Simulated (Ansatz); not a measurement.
Species: sum formula H5BPO2, net charge 1, singlet state. It need not be the lowest isomer of its formula. 
Coordinates optimised at B3LYP-D3(BJ)/def2-TZVP (Ansatz, a program for electronic structure):
```xyz
9

O     -1.4351    -0.7117    -0.5982
B     -0.4139    -0.0309    -0.1092
O     -0.9849     1.2285     0.4845
P      1.4417    -0.3875     0.1624
H     -1.2921    -1.5698    -1.0159
H     -1.9465     1.3932     0.4443
H     -0.4622     1.9584     0.8536
H      1.6327    -0.8837    -1.1484
H      1.8707     0.9345    -0.1143
```
Charge +1, spin multiplicity 1.

Basis-set convergence of Hartree-Fock and CCSD correlation energies (hartree) with Ansatz. Correlated levels leave the core frozen unless marked. Spin-orbit coupling is left out. Non-relativistic.

| basis | functions | E(HF) | E(corr, CCSD) |
|---|---|---|---|
| cc-pV(D+d)Z | 90 | -517.90179 | -0.61822 |
| cc-pV(T+d)Z | 199 | -517.97550 | -0.76244 |
| cc-pV(Q+d)Z | 379 | -517.99237 | -0.81039 |

Extrapolating the two largest sets (X = 3 and 4) as X^-3: E(corr) = (64·(-0.81039) - 27·(-0.76244))/37 = -0.8454 Eh, an estimate of the basis-set limit. The largest set recovers 95.9 % of it, the smallest 73.1 %.
